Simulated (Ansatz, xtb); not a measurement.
Molecule: GaH, charge 0, multiplicity 3. This is an excited triplet: at this geometry the singlet lies 2.01 eV lower at CCSD(T)/CBS(aug-cc-pVTZ,aug-cc-pVQZ). SMILES: [GaH]
Geometry from a B3LYP-D3(BJ)/def2-TZVP (Ansatz, an electronic-structure program) optimisation:
```xyz
2

Ga     0.0000     0.0000    -0.0508
H      0.0000     0.0000     1.5741
```
Charge 0, spin multiplicity 3.

Harmonic wavenumbers from GFN2-xTB (xtb, at its own minimum), cm⁻¹: 851.

Question: Give the harmonic wavenumbers at B3LYP-D3(BJ)/def2-TZVP (Ansatz, finite differences of forces, unscaled).

Answer: 1554 cm⁻¹. Zero-point energy 2.2 kcal/mol.

Question: From these and the geometry, give the ideal-gas thermochemistry at 298.15 K and 1 atm (rigid rotor, harmonic oscillator).

Answer: Point group C∞v, rotational symmetry number 1. Rotational constants 192.6, 192.6 GHz. S(trans) 38.69, S(rot) 8.89, S(vib) 0.01, S(elec, spin only) 2.18, S 49.8 cal/(mol K). H(298) - H(0) 2.08 kcal/mol; G - E(el) -10.5 kcal/mol.
